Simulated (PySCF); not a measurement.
Unknown compound

The spectra below were simulated for a compound C₄H₁₀N₂OSi.

$^{1}$H NMR (400 MHz, computed): δ 6.44 (d, 1H), 4.89 (s, 3H), 4.86 (m, 1H), 3.46 (s, 3H), 3.46 (m, 1H), 3.28 (m, 1H).

$^{13}$C{$^{1}$H} NMR (computed): δ 138.9 (CH), 91.0 (CH), 58.9 (CH3), 54.6 (CH2).

In vacuum, single conformer, no relativistic terms, averaged over atoms made equivalent by symmetry, fast rotation or ring inversion. Shielding tensors at PBE0/pcSseg-1 (GIAO); coordinates at the GFN2-xTB level; PySCF.

References, each an isolated molecule treated in the same way: TMS for $^{1}$H (σ = 31.72 ppm) and $^{13}$C (σ = 186.93 ppm).

Question: Deduce the structure.

Answer: 
The formula gives 2 degrees of unsaturation (1 ring in the answer). 4 carbon signals for 4 carbons: no two carbons are equivalent. Carbon types of the structure: 2 × CH, 1 × CH2, 1 × CH3, leaving 3 H on heteroatoms. δC 138.9: C=N carbon. δC 91.0: sp3 CH bonded to O; the inductive effect lowers its shielding. δC 58.9: methyl carbon bonded to O; deshielded by the electronegative neighbour. δC 54.6: sp3 CH2 bonded to N; the inductive effect lowers its shielding. δH 4.86: hydrogen on an sp3 CH bonded to O; its carbon carries O, hence the downfield position. δH 3.46: hydrogen on a methyl carbon bonded to O; its carbon carries O, hence the downfield position. δH 3.46, 3.28: hydrogen on an sp3 CH2 bonded to N; its carbon carries N, an electronegative neighbour.

Structure: `CO[C@@H]1C=NN([SiH3])C1`.

This is the structure that produced the data.

Shifts are as computed. Against solution values, carbons near 30 ppm lie about +3 ppm off and those near 130 ppm about +5 ppm. Of 1211 compounds with measured shifts, 218 miss one by over three times the rms of a fit or turn the order of signals round; such compounds aren't used in these exercises. No couplings were computed; multiplicities are counted from neighbouring protons, with m where these are inequivalent, close in shift, in a saturated or five-membered ring or joined by F or P, and br s for small geminal =CH2 splittings.
